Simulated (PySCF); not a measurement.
A structure optimised at PBE-D3(BJ)/def2-SVP, used in a PySCF frequency run:

```xyz
10

C      1.7652    -1.3637     0.3708
Si     0.2304    -0.5868    -0.3504
N     -0.8577    -1.7922    -0.9406
Cl     0.6913     0.6208    -1.9798
Br    -0.6568     0.7700     1.2329
H      1.5027    -2.0071     1.2350
H      2.2724    -1.9809    -0.3971
H      2.4618    -0.5796     0.7254
H     -1.1658    -2.5142    -0.2818
H     -1.6475    -1.4790    -1.5128
```

Problem. Write its SMILES and formula.

Solution. C[Si](N)(Cl)Br, CH5BrClNSi

Problem. What are its rotational constants (standard atomic weights)?

Solution. 2.4288, 1.2029, 1.0569 GHz
